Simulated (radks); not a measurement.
The titanium ion Ti4+, [Ar]. Calculated with a radial shooting solver on a logarithmic mesh with Libxc functionals: non-relativistic Kohn-Sham, PBE, spin-polarised, spherical densities, point nucleus. Every spin shell is full or empty, so the densities are truly spherical. Functionals are evaluated on that one density, not self-consistently. Rank these exchange functionals by their error against the exact value of the orbitals, and give that value: LDA, B88, PBE, PW86, OPTX, SOGGA, B86b, G96, APBE, TPSS, revTPSS, SCAN, Tao-Mo, MVS.

Answer. Exact: -39.6727 hartree. From best to worst, with 100 (|E| - |E exact|)/|E exact| (equal figures are ties): B88 -0.02, B86b +0.03, TPSS +0.12, G96 +0.14, MVS -0.18, OPTX +0.22, SCAN +0.29, Tao-Mo -0.30, PW86 +0.32, APBE +0.49, PBE -0.56, revTPSS -0.60, SOGGA -3.29, LDA -7.29.
